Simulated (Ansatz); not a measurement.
Program: Ansatz. Geometries: PBE0-D4/def2-TZVP. ΔE: electronic, gas phase. CCSD(T)/CBS is the MP2 limit (def2-TZVPP, def2-QZVPP) plus CCSD(T) − MP2 in def2-TZVPP, frozen cores. This one scheme is used for every species. Functionals use def2-TZVPP. HSE06 is defined as in plane-wave codes. Each species was taken in one conformer, which may not be the lowest.

Consider the ligand exchange at a B–N bond: `CBN[SiH3]` + `[SiH3]N[SiH3]` → `CBN([SiH3])[SiH3]` + `N[SiH3]`.

| level | ΔE (kcal/mol) | difference from CCSD(T)/CBS |
| --- | --- | --- |
| PBE0-D4 | 4.1 | 0.1 |
| HSE06-D4 | 4.1 | 0.1 |
| BHLYP-D4 | 4.5 | 0.5 |
| ωB97M-V | 4.2 | 0.2 |
| B2PLYP | 4.9 | 0.9 |
| PBE | 4.6 | 0.6 |
| BLYP | 5.6 | 1.6 |
| r2SCAN0 | 4.6 | 0.6 |
| HSE06 | 4.7 | 0.7 |
| LC-ωPBE | 4.9 | 0.9 |
| RPA@PBE/def2-TZVPP | 4.0 | 0.0 |
| CCSD(T)/def2-SVP | 5.2 | 1.2 |
| HF/def2-TZVPP | 6.2 | 2.2 |
| HF/CBS(def2) | 6.1 | 2.1 |
| MP2/CBS(def2) | 3.7 | -0.3 |
| CCSD/CBS(def2) | 4.4 | 0.4 |
| CCSD(T)/CBS | 4.0 | 0 |

Largest T1 diagnostic among the species: 0.012.

The D4 term adds −1.1 kcal/mol with B3LYP and −0.7 kcal/mol with PBE0; it sums over pairs of atoms, weighted by their polarisabilities, and B3LYP, whose exchange is more repulsive, gets the larger term. At CCSD(T), def2-SVP lies +1.2 kcal/mol from the extrapolated value and def2-TZVPP +0.0 kcal/mol. Leaving LDA and LC-ωPBE aside and taking each functional with its dispersion term where it has one, the values, not all of them listed here, spread over 1.1 kcal/mol, from revPBE-D4 to B2PLYP. LDA lies −0.8 kcal/mol from PBE without D4.

B3LYP here is the variant with VWN-RPA as its local correlation; programs differ in this.
